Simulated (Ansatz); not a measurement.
A set of 12 reactions (redistribution), with CCSD(T)/CBS values in kJ/mol:

```csv
reaction,ΔE
`[NH2][In]([NH2])[Br]` + `C[CH](C)[Mg][F]` → `C[CH](C)[In]([NH2])[NH2]` + `[F][Mg][Br]`,-74.2
`C=C=N[SiH](F)F` + `C=[N][AlH2]` → `C=N[SiH](F)F` + `C=C=[N][AlH2]`,-20.0
`[CH3][Al]([F])[NH][SiH3]` + `OBCF` → `[CH3][Al]([F])[CH2]F` + `OBN[SiH3]`,9.0
`[BH2][SbH][CH3]` + `NCBO` → `BBO` + `[CH3][SbH][CH2]N`,73.0
`CS[SiH2]I` + `C[SiH]` → `[SiH3]I` + `C[Si]SC`,-66.9
`C[C](=N)[SnH3]` + `[BH2][GeH2][CH3]` → `[CH3][SnH3]` + `[BH2][GeH2][C](C)=N`,-6.9
`[OH][InH][CH2][SiH3]` + `BCl` → `[OH][InH][Cl]` + `BC[SiH3]`,-51.9
`[SiH3]B(Cl)[SeH]` + `C1[SiH2]S1` → `ClB[SeH]` + `[SiH3]C1[SiH2]S1`,-22.2
`CB[SiH2][SiH2][AlH2]` + `CCO[SiH3]` → `[AlH2][SiH2]O[SiH3]` + `CB[SiH2]CC`,-135.6
`F[SiH]([SeH])O[SiH3]` + `OCOB[SiH3]` → `OCOB[SeH]` + `F[SiH]([SiH3])O[SiH3]`,-8.5
`C[S][AlH][OH]` + `[OH][Al]([F])[Br]` → `C[S][AlH][F]` + `[OH][Al]([OH])[Br]`,-3.2
`C=C[NH][InH2]` + `BC=C` → `C=[CH][InH2]` + `BNC=C`,-79.3
```

Isolated molecules relaxed with PBE0-D4/def2-TZVP in Ansatz; ΔE leaves out vibrations. CCSD(T)/CBS adds triple-zeta CCSD(T) − MP2 to the extrapolated MP2 energy (def2 sets, frozen cores). This one scheme is used for every species. Functionals use def2-TZVPP. B3LYP here is the variant with VWN-RPA as its local correlation; programs differ in this. Elements past krypton have def2 core potentials. For Br, Ge, I, In, Mg, Sb, Se, Sn outer-core shells are correlated without core-valence functions, which leaves a few kJ/mol of doubt a bond. Scalar relativity is left out up to krypton. One conformer a species, not always the lowest.

Q: Give the mean, mean absolute and largest difference (level minus CCSD(T)/CBS, kJ/mol) for: r2SCAN-D4, ωB97X-V, ωB97M-V, PBE, r2SCAN, PBE0, B3LYP, HF/def2-TZVPP, SCS-MP2/def2-TZVPP, CCSD/def2-TZVPP, HF/def2-QZVPP, HF/CBS(def2), MP2/CBS(def2), CCSD/CBS(def2). (Estimate.)

A: Computed: 
```json
{"level": "r2SCAN-D4", "mean": "-0.5", "mean absolute": "4.3", "largest": "14.1"}
{"level": "ωB97X-V", "mean": "-0.1", "mean absolute": "2.2", "largest": "-8.1"}
{"level": "ωB97M-V", "mean": "-0.4", "mean absolute": "3.0", "largest": "-6.9"}
{"level": "PBE", "mean": "1.4", "mean absolute": "8.3", "largest": "26.7"}
{"level": "r2SCAN", "mean": "-0.5", "mean absolute": "4.6", "largest": "13.3"}
{"level": "PBE0", "mean": "0.5", "mean absolute": "6.3", "largest": "17.3"}
{"level": "B3LYP", "mean": "-2.0", "mean absolute": "5.2", "largest": "11.4"}
{"level": "HF/def2-TZVPP", "mean": "-5.0", "mean absolute": "7.0", "largest": "-32.9"}
{"level": "SCS-MP2/def2-TZVPP", "mean": "-1.6", "mean absolute": "2.6", "largest": "-12.9"}
{"level": "CCSD/def2-TZVPP", "mean": "-0.4", "mean absolute": "2.0", "largest": "-5.5"}
{"level": "HF/def2-QZVPP", "mean": "-5.4", "mean absolute": "7.1", "largest": "-35.4"}
{"level": "HF/CBS(def2)", "mean": "-5.5", "mean absolute": "7.2", "largest": "-35.7"}
{"level": "MP2/CBS(def2)", "mean": "-1.5", "mean absolute": "2.6", "largest": "-9.8"}
{"level": "CCSD/CBS(def2)", "mean": "-0.8", "mean absolute": "1.6", "largest": "-7.2"}
```

The largest T1 diagnostic in the set is 0.016, for `C=C[NH][InH2]` (customary mark 0.02).

CCSD(T)/CBS is a level of theory with its own doubt, and the functionals carry their triple-zeta basis error, so these figures describe this set and don't rank the functionals.
